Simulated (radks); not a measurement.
Results of a calculation; reference values are marked as such.
Spherical quantum dot in the effective-mass picture: electrons in a hard-walled sphere of radius 2.25, with a point charge +1 (a donor) at the centre, all in effective atomic units (hartree* = m*/eps^2 hartree, bohr* = eps/m* bohr), one dielectric constant everywhere. Level of theory: non-relativistic Kohn-Sham, LDA (Slater exchange, Perdew-Wang correlation), spin-polarised, spherical densities (a radial shooting solver with Libxc functionals). Levels are named by radial order and angular momentum (1s, 1p, 1d, 2s, ...), and open shells are averaged over m.

N = 18, configuration 1s2 1p6 1d10. This is the lowest configuration that the search found. Occupied and some empty levels:

| level | occupation | eigenvalue (hartree*) | <r> (bohr*) |
|---|---|---|---|
| 1s | 2 | 10.829 | 1.280 |
| 1p | 6 | 11.604 | 1.463 |
| 1d | 10 | 12.658 | 1.551 |
| 2s | 0 | 13.331 | 1.005 |
| 1f | 0 | 14.010 | 1.613 |
| 2p | 0 | 15.615 | 1.164 |

Energy (hartree*): total 122.884, kinetic 49.176, external -13.052, Hartree 98.715, exchange-correlation -11.954. Static polarisability (adiabatic kernel): 3.953 bohr*^3.

Electron density:

| r (bohr*) | n(r) (e/bohr*^3) |
|---|---|
| 0.117 | 0.2782 |
| 0.285 | 0.2370 |
| 0.454 | 0.2419 |
| 0.622 | 0.2887 |
| 0.790 | 0.3745 |
| 0.958 | 0.4909 |
| 1.13 | 0.6168 |
| 1.29 | 0.7159 |
| 1.46 | 0.7385 |
| 1.63 | 0.6461 |
| 1.80 | 0.4434 |
| 1.97 | 0.2025 |
| 2.14 | 0.03365 |
